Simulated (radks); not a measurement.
Excited configurations of Zn: one electron is placed in a higher orbital outside [Ar] 3d10 4s1. The ground configuration is [Ar] 3d10 4s2. All-electron calculation, scalar-relativistic Kohn-Sham, PBE, spin-polarised, spherical densities, point nucleus; open shells are filled with parallel spins first. Program: a radial shooting solver on a logarithmic mesh with Libxc functionals. Excitation = E - E(ground); binding = E(ion) - E, where the ion is the core of charge +1; n* = 1/sqrt(2 binding) in atomic units, and the quantum defect is n - n*.

outer orbital,excitation (eV),binding (eV),n*,quantum defect,<r> (bohr)
4f,8.631,0.966,3.753,0.247,16.71
5s,6.669,2.927,2.156,2.844,7.506
5d,8.483,1.114,3.495,1.505,17.64
6s,8.072,1.524,2.988,3.012,14.83
6p,8.424,1.173,3.406,2.594,18.42
6d,8.849,0.748,4.266,1.734,28.33
7s,8.658,0.938,3.808,3.192,24.46
7p,8.829,0.768,4.210,2.790,29.39
7d,9.064,0.533,5.054,1.946,41.80

The Delta-SCF ionisation energy is 9.597 eV (NIST Atomic Spectra Database: 9.394 eV, measured). Self-interaction in the functional shifts the binding energies and quantum defects, so they are the method's values and not measured ones.
